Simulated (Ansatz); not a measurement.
System: trimethylsilane, C3H10Si, charge 0, multiplicity 1. 
Coordinates optimised at B3LYP-D3(BJ)/def2-TZVP (Ansatz, a quantum-chemistry and plane-wave program):
```
Si
H 1 1.4890
C 1 1.8781 2 108.69
H 3 1.0921 1 111.24 2 60.09
H 3 1.0921 4 107.79 1 122.20
H 3 1.0929 4 107.78 5 116.09
C 1 1.8781 2 108.69 3 120.00
H 7 1.0921 1 111.24 2 -60.09
H 7 1.0921 8 107.79 1 -122.20
H 7 1.0929 8 107.78 9 -116.09
C 1 1.8781 2 108.69 7 120.00
H 11 1.0921 1 111.24 2 -60.09
H 11 1.0921 12 107.79 1 -122.20
H 11 1.0929 12 107.78 13 -116.09
```
Charge 0, spin multiplicity 1.

Wanted: vertical triplet-singlet gap (E(triplet) - E(singlet); each state is the SCF solution reached for its spin; the molecule has degenerate orbitals, so one determinant may break the symmetry), in eV. Correlated levels leave the core frozen unless marked. UHF or UKS for open shells. No spin-orbit coupling. Non-relativistic. CBS(X,Y): correlation extrapolated as X^-3; Hartree-Fock from the larger set. [CCSD(T)-MP2]/basis is that difference in the basis named.

| level | program | vertical triplet-singlet gap (eV) |
|---|---|---|
| PBE/def2-TZVPD | Ansatz | [?] |
| r2SCAN/def2-TZVPD | Ansatz | [?] |
| BHLYP/def2-TZVPD | Ansatz | 7.92 |
| CAM-B3LYP/def2-TZVPD | Ansatz | 7.92 |
| CCSD/aug-cc-pV(D+d)Z | Ansatz | 7.78 |
| RI-MP2/CBS(aug-cc-pV(T+d)Z,aug-cc-pV(Q+d)Z)+[CCSD(T)-MP2]/aug-cc-pV(T+d)Z | Ansatz | [?] |

What belongs in the gaps?


- PBE/def2-TZVPD, vertical triplet-singlet gap (eV): 7.17
- r2SCAN/def2-TZVPD, vertical triplet-singlet gap (eV): 7.54
- RI-MP2/CBS(aug-cc-pV(T+d)Z,aug-cc-pV(Q+d)Z)+[CCSD(T)-MP2]/aug-cc-pV(T+d)Z, vertical triplet-singlet gap (eV): 7.89
